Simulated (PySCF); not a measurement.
Computed shifts of a molecule C₃H₇ClOSi, PBE/pcSseg-1 (PySCF), GIAO, gas phase, atoms alike by connectivity averaged where their shifts nearly agree, in ppm (number of nuclei): ¹³C: 159.2 (1), 132.3 (1), -1.5 (1). ²⁹Si: -9.7 (1). ¹H: 6.42 (2), 5.38 (1), 1.45 (1), 0.68 (3). References: ¹³C against TMS (σ = 182.0 ppm); ³⁵Cl against HCl (σ = 936.5 ppm); ²⁹Si against TMS (σ = 335.4 ppm); ¹⁷O against H2O (σ = 334.3 ppm); ¹H against TMS (σ = 31.49 ppm), references at their B3LYP-D3(BJ)/def2-TZVP geometries, non-relativistic (without spin–orbit terms, shifts of atoms bonded to Cl or Br come out too high). Geometry optimised at ωB97X-D3(BJ)/def2-SVP. The values are those of a single conformer.

### Question
Which molecule gave these data?
A. C=C(Cl)[Si@@H](C)O
B. C[C@@H](C=O)[SiH2]Cl
C. C=C(OC)[SiH2]Cl
D. C[Si@H](O)/C=C\Cl

### Answer
A, C=C(Cl)[Si@@H](C)O
